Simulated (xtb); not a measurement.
C$_{4}$H$_{10}$Al (SMILES C[CH2][Al+][CH2]C), charge +1, singlet, at a GFN2-xTB geometry (such geometries of metal compounds can be far from the true shape); GFN2-xTB (xtb 6.7.1).

Input for xtb:
```
$ xtb mol.xyz --gfn 2 --chrg 1 --acc 0.1 --json

# file mol.xyz
15

Al    -0.09023144     0.01356658     0.20025252
C      1.51854398    -0.83448371     0.98657008
C      1.70064142    -2.30365472     0.52608516
H      1.44417185    -0.80154327     2.08862801
H      2.41670119    -0.25032418     0.71706835
H      1.82072654    -2.37342995    -0.55488311
H      0.85099941    -2.92195475     0.81522816
H      2.59268864    -2.71916556     0.99087900
C     -1.70196876     0.86206219    -0.57949163
C     -1.40492777     2.25919325    -1.18236869
H     -2.47667148     0.95678279     0.20282012
H     -2.12654163     0.20669779    -1.36102555
H     -0.67444291     2.20108265    -1.98908825
H     -1.02548809     2.94818966    -0.42798177
H     -2.32286815     2.67859721    -1.58969727
```

The log (banner, timings and long lists left out):

```
   ID    Z sym.   atoms
    1   13 Al     1
    2    6 C      2, 3, 9, 10
    3    1 H      4-8, 11-15

           -------------------------------------------------
          |                Calculation Setup                |
           -------------------------------------------------

           -------------------------------------------------
          |                 G F N 2 - x T B                 |
           -------------------------------------------------

          ...................................................
          :                      SETUP                      :
          :.................................................:
          :  # basis functions                  36          :
          :  # atomic orbitals                  35          :
          :  # shells                           21          :
          :  # electrons                        28          :
          :  max. iterations                   250          :
          :  Hamiltonian                  GFN2-xTB          :
          :  restarted?                      false          :
          :  GBSA solvation                  false          :
          :  PC potential                    false          :
          :  electronic temp.          300.0000000     K    :
          :  accuracy                    0.1000000          :
          :  -> integral cutoff          0.3500000E+02      :
          :  -> integral neglect         0.1000000E-08      :
          :  -> SCF convergence          0.1000000E-06 Eh   :
          :  -> wf. convergence          0.1000000E-04 e    :
          :  Broyden damping             0.4000000          :
          :  net charge                          1          :
          :  unpaired electrons                  0          :
          ...................................................

 iter      E             dE          RMSdq      gap      omega  full diag
   1    -14.4140581 -0.144141E+02  0.153E+01    3.04       0.0  T
   2    -14.4561194 -0.420613E-01  0.127E+01    2.44       1.0  T
   3    -14.2141870  0.241932E+00  0.106E+01    4.00       1.0  T
   4    -14.4653586 -0.251172E+00  0.822E-01    2.60       1.0  T
   5    -14.4680018 -0.264320E-02  0.510E-01    2.72       1.0  T
   6    -14.4680180 -0.162453E-04  0.224E-01    2.73       1.0  T
   7    -14.4680370 -0.189586E-04  0.408E-02    2.75       1.0  T
   8    -14.4680395 -0.249791E-05  0.634E-03    2.75       4.1  T
   9    -14.4680395 -0.124706E-07  0.194E-03    2.75      13.3  T
  10    -14.4680395 -0.790886E-08  0.596E-04    2.75      43.3  T
  11    -14.4680395 -0.195707E-08  0.282E-04    2.75      91.4  T
  12    -14.4680395 -0.748733E-09  0.144E-04    2.75     179.9  T
  13    -14.4680395 -0.220064E-09  0.773E-05    2.75     333.9  T
  14    -14.4680395 -0.749427E-10  0.303E-05    2.75     851.9  T

   *** convergence criteria satisfied after 14 iterations ***

         :::::::::::::::::::::::::::::::::::::::::::::::::::::
         ::                     SUMMARY                     ::
         :::::::::::::::::::::::::::::::::::::::::::::::::::::
         :: total energy             -14.261825780629 Eh    ::
         :: gradient norm              0.000025263473 Eh/a0 ::
         :: HOMO-LUMO gap              2.748790290034 eV    ::
         ::.................................................::
         :: SCC energy               -14.468031159475 Eh    ::
         :: -> isotropic ES            0.097679083114 Eh    ::
         :: -> anisotropic ES         -0.020951363656 Eh    ::
         :: -> anisotropic XC         -0.011092525986 Eh    ::
         :: -> dispersion             -0.005926078575 Eh    ::
         :: repulsion energy           0.206205378846 Eh    ::
         :: add. restraining           0.000000000000 Eh    ::
         :: total charge               1.000000000000 e     ::
         :::::::::::::::::::::::::::::::::::::::::::::::::::::

           -------------------------------------------------
[...]
       ...                                ...                  ...
        35                          0.8587884              23.3688
      -------------------------------------------------------------
                  HL-Gap            0.1010162 Eh            2.7488 eV
             Fermi-level           -0.5056392 Eh          -13.7591 eV

     #   Z          covCN         q      C6AA      α(0)
     1  13 Al       1.730     0.415   185.388    33.291
     2   6 C        3.655    -0.135    23.428     6.949
     3   6 C        3.773    -0.111    22.660     6.783
     4   1 H        0.923     0.145     1.424     1.866
     5   1 H        0.923     0.145     1.429     1.870
     6   1 H        0.925     0.078     2.003     2.213
     7   1 H        0.925     0.077     2.010     2.217
     8   1 H        0.925     0.094     1.839     2.121
     9   6 C        3.655    -0.135    23.428     6.949
    10   6 C        3.773    -0.111    22.660     6.783
    11   1 H        0.923     0.145     1.424     1.866
    12   1 H        0.923     0.145     1.429     1.870
    13   1 H        0.925     0.078     2.003     2.213
    14   1 H        0.925     0.077     2.010     2.217
    15   1 H        0.925     0.094     1.839     2.121

 Mol. C6AA /au·bohr⁶  :       2021.251658
 Mol. C8AA /au·bohr⁸  :      75461.269776
 Mol. α(0) /au        :         81.328570

Wiberg/Mayer (AO) data.
largest (>0.10) Wiberg bond orders for each atom

 ---------------------------------------------------------------------------
     #   Z sym  total        # sym  WBO       # sym  WBO       # sym  WBO
 ---------------------------------------------------------------------------
     1  13 Al   3.156 --     2 C    1.192     9 C    1.192     3 C    0.123
                            10 C    0.123     4 H    0.104    11 H    0.104
                             5 H    0.102    12 H    0.102
     2   6 C    3.984 --     1 Al   1.192     3 C    0.952     5 H    0.861
                             4 H    0.859     9 C    0.111
     3   6 C    3.978 --     8 H    0.972     7 H    0.963     6 H    0.963
                             2 C    0.952     1 Al   0.123
     4   1 H    0.977 --     2 C    0.859     1 Al   0.104
     5   1 H    0.979 --     2 C    0.861     1 Al   0.102
     6   1 H    0.994 --     3 C    0.963
     7   1 H    0.994 --     3 C    0.963
     8   1 H    0.988 --     3 C    0.972
     9   6 C    3.984 --     1 Al   1.192    10 C    0.952    12 H    0.861
                            11 H    0.859     2 C    0.111
    10   6 C    3.978 --    15 H    0.972    14 H    0.963    13 H    0.963
                             9 C    0.952     1 Al   0.123
    11   1 H    0.977 --     9 C    0.859     1 Al   0.104
    12   1 H    0.979 --     9 C    0.861     1 Al   0.102
    13   1 H    0.994 --    10 C    0.963
    14   1 H    0.994 --    10 C    0.963
    15   1 H    0.988 --    10 C    0.972
 ---------------------------------------------------------------------------

Topologies differ in total number of bonds
Writing topology from bond orders to xtbtopo.mol

molecular dipole:
                 x           y           z       tot (Debye)
 q only:       -0.100       0.015       0.221
   full:       -0.117       0.018       0.259       0.722
molecular quadrupole (traceless):
                xx          xy          yy          xz          yz          zz
 q only:        4.073      -8.732       0.745       5.943      -4.514      -4.819
  q+dip:        6.611      -9.758      -1.883       7.426      -4.838      -4.728
   full:        2.308      -5.400       0.603       3.517      -2.791      -2.911

           -------------------------------------------------
          | TOTAL ENERGY              -14.261825780629 Eh   |
          | GRADIENT NORM               0.000025263473 Eh/α |
          | HOMO-LUMO GAP               2.748790290034 eV   |
           -------------------------------------------------

normal termination of xtb
```
